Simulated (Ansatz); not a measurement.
Job for Ansatz (a quantum-chemistry and plane-wave program): R-CCSD(T)/def2-TZVPP on H3NSn (SMILES [NH2][SnH]), a point of a bond scan (R = 1.789 Å). Elements past Kr take the def2 small-core potentials; no spin–orbit coupling. The run froze 10 orbitals, filled d shells among them.

Ansatz 0.2 input:
```yaml
crystal:
  periodic: [false, false, false]
  atoms:
    - {symbol: Sn, position_ang: [-0.11927895, 0.17664945, 0.24401699]}
    - {symbol: H, position_ang: [-0.57265209, 1.36857627, -1.01024796]}
    - {symbol: N, position_ang: [0.67637723, -1.05570039, -1.15735305]}
    - {symbol: H, position_ang: [0.70027728, -0.86642154, -2.14802155]}
    - {symbol: H, position_ang: [1.10168186, -1.94472436, -0.94110888]}
basis:
  gaussian:
    orbitals: def2-TZVPP
    pivot_positions_ang: [[-0.11927895, 0.17664945, 0.24401699], [-0.57265209, 1.36857627, -1.01024796], [0.67637723, -1.05570039, -1.15735305], [0.70027728, -0.86642154, -2.14802155], [1.10168186, -1.94472436, -0.94110888]]
magnetization: {spin_polarized: false}
correlation: {method: ccsd_t, electrons: outside_noble_gas}
scf: {lower_state_search: off}
output: {orbitals: {seedname: ./end}}
```

The head of its log:

```
WARN ansatz: RAYON_NUM_THREADS=1 ignored (pool sized by the plan → 1); use --threads N
Functional definition: HF
these checks for a lower state are left out or cut short: stability, starts, cluster_reference, orbital_swaps, neighbouring_geometries, increment
integrals: 0.20 GiB planned
996 factors; integrals over basis functions are off by at most 3.6e-4 eV
mean field: 0.27 GiB planned
mean field evaluation 1: about -7332.3048 eV, gradient 3.7e1 eV
mean field evaluation 2: about -7332.3056 eV, gradient 3.7e1 eV
mean field evaluation 4: about -7335.2730 eV, gradient 2.5e0 eV
mean field evaluation 8: about -7335.3056 eV, gradient 2.8e-4 eV
mean field -7335.30564410 eV, -269.5675103720 hartree, gradient 2.0e-6 eV, S^2 0.000000; 0 other end points of the search recorded, 0 dependent functions left out
10 core orbitals not correlated
reference -7335.30564410 eV, -269.5675103720 hartree; 6, 6 occupied and 107, 107 virtual orbitals, 996 factors
```

Task: What total energy does the run end on?

Result: -269.9143 hartree (reference determinant -269.5675, T1 diagnostic 0.018).
